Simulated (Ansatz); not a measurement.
A CCSD(T) single point on AlCl3H3P (`[PH3+][Al-]([Cl])([Cl])[Cl]`).

```yaml
crystal:
  periodic: [false, false, false]
  atoms:
    - {symbol: P, position_ang: [-0.998980, -0.133173, 0.480827]}
    - {symbol: Al, position_ang: [1.217071, 0.143159, -0.588941]}
    - {symbol: Cl, position_ang: [2.373445, -1.098191, 0.658402]}
    - {symbol: Cl, position_ang: [0.774598, -0.575702, -2.518071]}
    - {symbol: Cl, position_ang: [1.462628, 2.223059, -0.370387]}
    - {symbol: H, position_ang: [-1.120432, 0.252199, 1.828431]}
    - {symbol: H, position_ang: [-1.533767, -1.433223, 0.537332]}
    - {symbol: H, position_ang: [-2.082365, 0.564772, -0.083494]}
basis:
  gaussian: {orbitals: def2-TZVPP}
correlation: {method: ccsd_t}
output: {orbitals: {seedname: orbitals}}
```

```sh
$ ansatz run in.yaml --threads 4 --pin off --events-out ev --progress --plain --max-ram 10444MiB
```

Output of Ansatz, abridged:

```
Functional definition: HF
1467 factors; integrals over basis functions are off by at most 1.1e-3 eV
mean field evaluation 1: about -53419.0790 eV, gradient 2.3e1 eV
mean field evaluation 2: about -53419.3064 eV, gradient 2.3e1 eV
mean field evaluation 4: about -53421.4230 eV, gradient 3.0e0 eV
mean field evaluation 8: about -53421.4750 eV, gradient 2.0e-1 eV
mean field evaluation 16: about -53421.4753 eV, gradient 2.3e-6 eV
mean field -53421.47526810 eV, -1963.2030057260 hartree, gradient 2.3e-6 eV, S^2 0.000000; 0 other end points of the search recorded, 0 dependent functions left out
25 core orbitals not correlated: weight in the atoms' cores, before any rotation towards them, 1.000 or more for the frozen orbitals, at most 0.000 for the correlated occupied ones
reference -53421.47526810 eV, -1963.2030057260 hartree; 16, 16 occupied and 211, 211 virtual orbitals, 1467 factors
second order -21.87905779 eV of doubles, -0.00000000 eV of singles
cycle   1  -23.28255095 eV  change    -1.4e0 eV  update   9.1e-2
cycle   2  -23.80929002 eV  change   -5.3e-1 eV  update   2.7e-2
cycle   3  -23.88068607 eV  change   -7.1e-2 eV  update   1.1e-2
cycle   4  -23.87090851 eV  change    9.8e-3 eV  update   3.1e-3
cycle   5  -23.86958102 eV  change    1.3e-3 eV  update   1.0e-3
cycle   6  -23.86952465 eV  change    5.6e-5 eV  update   3.2e-4
cycle   7  -23.86946296 eV  change    6.2e-5 eV  update   1.0e-4
cycle   8  -23.86948113 eV  change   -1.8e-5 eV  update   3.0e-5
perturbative correction -0.98832208 eV, -0.0363201664 hartree
Total energy: -53446.33307130 eV, -1964.1165131447 hartree
```

Run time 2.2 min (4 threads of an Arm Neoverse V1 on a shared host); peak host memory 4.6 GiB.

Correlation energy per correlated electron: -0.777 eV. T1 diagnostic: 0.0095.
